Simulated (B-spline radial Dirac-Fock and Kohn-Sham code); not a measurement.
Hg²⁺ 3s: cross section and angular parameters

System: mercury as Hg²⁺ in the configuration [Xe] 4f14 5d10; threshold 3557.5 eV (orbital energy of the model). These are calculated numbers from an atomic code on a B-spline grid; the model is Dirac-Hartree-Slater photoionisation with a Latter tail; cross sections with all multipoles, angular parameters from the dipole term and its interference with E2.

For linearly polarised light dσ/dΩ = σ/(4π) [1 + β P₂(cos θ) + (δ + γ cos²θ) sin θ cos φ], with θ from the polarisation vector and φ the angle between the beam and the projection of the electron momentum on the plane normal to the polarisation.

| hν (eV) | σ (kb) | β | γ |
| --- | --- | --- | --- |
| 3680 | 20.5 | 1.863 | 1.609 |
| 3800 | ? | ? | ? |
| 5414.7 | 11.9 | 1.900 | 0.567 |
| 8047.8 | 6.22 | 1.919 | 0.041 |
| 9070 | 5.04 | 1.923 | -0.057 |
| 10000 | 4.23 | 1.926 | -0.117 |
| 11900 | 3.08 | 1.930 | -0.176 |

Q: Give the values at 3800 eV.

A: σ = 19.6 kb, β = 1.868, γ = 1.456. For an s subshell δ is negligible.
